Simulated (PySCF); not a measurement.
## Xenon: a sound run and one with changed settings

Sound run: Xe [Xe], Xe⁺ [Kr] 4d10 5s2 5p5. Computed with PySCF 2.14 in x2c-SVPall (6s5p3d, 36 functions), with the spin-free X2C one-electron Hamiltonian (Gaussian nucleus). In the sound run the correlated levels freeze [Kr] 4d10. The sound run starts from symmetry-adapted Hartree-Fock orbitals and uses a fine grid where one is needed.

Changed run: a valence shell is frozen. This setting is unsound on purpose.

```csv
species,method,sound run (hartree),changed run (hartree),converged
Xe,MP2,-7442.75577,-7442.74164,yes
Xe,CCSD(T),-7442.76550,-7442.75075,yes
Xe⁺,MP2,-7442.30699,-7442.28687,yes
Xe⁺,CCSD(T),-7442.31911,-7442.29566,yes
```

Ionisation energy of Xe:

```tsv
method	sound run (eV)	changed run (eV)
UHF	11.591	11.591
MP2	12.212	12.375
SCS-MP2	12.149	12.338
CCSD	12.145	12.382
CCSD(T)	12.147	12.384
```

Freezing a valence shell removes pair correlation that changes on ionisation.

For comparison, NIST gives 12.130 eV between the lowest levels.
